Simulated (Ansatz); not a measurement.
## Setting up triplet GeH3F in Ansatz

The species is GeH3F (5 atoms), meant as a triplet with charge 0. As SMILES of the parent species, `[F][GeH3]`. The coordinates come from a PBE0-D4/def2-TZVP relaxation. That shape belongs to the parent species and isn't relaxed for this state.

| atom | x (Å) | y (Å) | z (Å) |
| --- | --- | --- | --- |
| F | -1.0465 | 0.4743 | 1.1622 |
| Ge | 0.0682 | -0.0416 | -0.0728 |
| H | 1.3310 | -0.5120 | 0.6586 |
| H | -0.6278 | -1.1780 | -0.8312 |
| H | 0.3251 | 1.1836 | -0.9581 |

Settings wanted:

```yaml
basis_set: STO-3G
integral_approximation: none
task: energy
method: HF
reference: UHF
accuracy: high
```

Problem. Give an Ansatz 0.2.0 job that does this.

Solution. One that was run (others would do as well):

molecule.yaml:
```yaml
basis:
  gaussian:
    orbitals: STO-3G
crystal:
  periodic: [false, false, false]
  atoms:
    - {symbol: F, position_ang: [-1.046500, 0.474300, 1.162200]}
    - {symbol: Ge, position_ang: [0.068200, -0.041600, -0.072800]}
    - {symbol: H, position_ang: [1.331000, -0.512000, 0.658600]}
    - {symbol: H, position_ang: [-0.627800, -1.178000, -0.831200]}
    - {symbol: H, position_ang: [0.325100, 1.183600, -0.958100]}
magnetization:
  spin_polarized: true
  initial_magnetization: 2
hamiltonian:
  xc: hf
accuracy: high
```

```bash
$ ansatz run molecule.yaml --threads 1 --pin off --max-ram 2610MiB --events-out events.jsonl --progress --plain --runs-dir runs
```

Calculated total energy: -2151.24901 Eh.
